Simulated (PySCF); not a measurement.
## Electron correlation in Nb (niobium, neutral)

[Kr] 4d4 5p1, one real determinant (an excited configuration). All numbers are calculated (PySCF 2.14, scalar relativity through the core potential, in def2-TZVPPD with the def2 core potential (28 electrons) (6s4p3d2f1g, 56 functions)). Frozen: nothing; 13 electrons correlated.

MP2 pair energies summed by pair of shells (mhartree):

```csv
pair,energy,share (%)
4p-4d,-108.76,37.8
4p-4p,-87.23,30.3
4d-4d,-34.11,11.8
4s-4p,-27.52,9.6
4s-4d,-11.82,4.1
4d-5p,-8.67,3.0
4s-4s,-4.93,1.7
4p-5p,-4.69,1.6
4s-5p,-0.23,0.1
```

Total MP2 correlation energy: -287.96 mhartree.

Same-spin part -105.65 and opposite-spin part -182.30 mhartree; SCS-MP2 scales them by 1/3 and 6/5 to -253.98 mhartree.

The reference is one real determinant that mixes LS terms of this configuration.

The basis has no tight functions for the innermost shells, so their pair energies are far from complete.

This basis was not built for core-valence correlation, so the inner-shell part is incomplete.
